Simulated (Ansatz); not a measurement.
Several settings on one geometry of the cluster B₃N₃ (the lowest singlet isomer of a short search) (that of the charge 0 singlet, PBE0-D4/def2-SVP). Ansatz on 4 threads of Arm Neoverse V1 on a shared host; times are rough.

Cartesian coordinates in Å:
```
B -0.5533 -0.9384 0.0547
B -0.5335 0.9507 0.0369
B 1.0868 -0.0123 -0.0915
N 0.7422 -1.3226 -0.0513
N 0.7698 1.3055 -0.0761
N -1.5120 0.0170 0.1274
```

Totals from different functionals, basis sets or treatments of relativity can't be compared as stabilities.

DK, ANO-RCC and x2c sets are all-electron and run with scalar relativity unless a key says otherwise. The 6-31G sets use Cartesian d functions. B3LYP takes the VWN-RPA correlation. Correlated methods freeze 6 core orbitals.

The spins typed aren't always the lowest for that charge.

(1) Give the basis size and estimate the energy, ⟨S²⟩, dipole and time of these runs.

```csv
run,method,charge,state,further keys
1,RKS B2GP-PLYP/6-31++G**,0,singlet,forces asked
2,RKS B3LYP/6-31++G**,0,singlet,nuclear_model: gaussian; forces asked
3,RKS CAM-B3LYP-D3(BJ)/x2c-TZVPPall,0,singlet,scf: {omitted_lower_state_checks: [starts]}; forces asked
4,UKS ωB97X/def2-TZVP,0,triplet,"point_charges: [{charge: -1.00, position_ang: [4.066, -0.535, -0.943]}]; forces asked"
```

Results:

(1) 
```tsv
run	functions	energy (Eh)	⟨S²⟩	dipole (D)	wall time
1	114	-238.5745	–	0.00	3.5 s
2	114	-238.8680	–	0.00	1.4 s
3	186	-238.9308	–	0.00	2.3 s
4	186	-238.7351	2.02	3.74	22 s
```
